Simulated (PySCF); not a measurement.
**Electronic structure of Ge+ (germanium, charge +1) at the UHF level**

Configuration: [Ar] 3d10 4s2 4p1, 2P determinant. Calculation: PySCF 2.14, in cc-pVDZ-DK; the spin-free X2C one-electron Hamiltonian (Gaussian nucleus).

- Total energy: -2096.686758 hartree
- One-electron energy: -2911.8219 hartree
- Hartree (Coulomb) energy: 893.5032 hartree
- Exchange energy: -78.3680 hartree
- ⟨S²⟩: 0.7588
- ⟨L²⟩: 2.026
- Sum of ⟨r⟩: 20.77 bohr
- Sum of ⟨r²⟩: 28.78 bohr²
- Traceless quadrupole moment −½Σ⟨3z² − r²⟩ along its main axis: -3.21 e·bohr²
- Langevin diamagnetic susceptibility: -22.8 ×10⁻⁶ cm³/mol
- Time after the integrals: 0.07 s of wall time on 1 thread of Intel(R) Xeon(R) Platinum 8375C CPU @ 2.90GHz (shared host)

| shell | electrons | mean orbital energy (hartree) | spread (hartree) | rms radius, mean of both spins (bohr) |
| --- | --- | --- | --- | --- |
| 1s α | 1 | -411.15656 | 0 | 0.0542 |
| 1s β | 1 | -411.15418 | 0 | 0.0542 |
| 2s α | 1 | -53.77852 | 0 | 0.227 |
| 2s β | 1 | -53.77747 | 0 | 0.227 |
| 2p α | 3 | -46.87345 | 0.00156 | 0.203 |
| 2p β | 3 | -46.87091 | 0.00473 | 0.203 |
| 3s α | 1 | -7.74913 | 0 | 0.667 |
| 3s β | 1 | -7.74448 | 0 | 0.667 |
| 3p α | 3 | -5.55361 | 0.00002 | 0.700 |
| 3p β | 3 | -5.54729 | 0.01759 | 0.700 |
| 3d α | 5 | -1.93785 | 0.01126 | 0.815 |
| 3d β | 5 | -1.93401 | 0.01867 | 0.815 |
| 4s α | 1 | -0.90498 | 0 | 2.24 |
| 4s β | 1 | -0.82066 | 0 | 2.24 |
| 4p α | 1 | -0.57062 | 0 | 2.81 |

Densities and radii are taken from the X2C orbitals without a picture-change correction, which distorts them close to the nucleus.
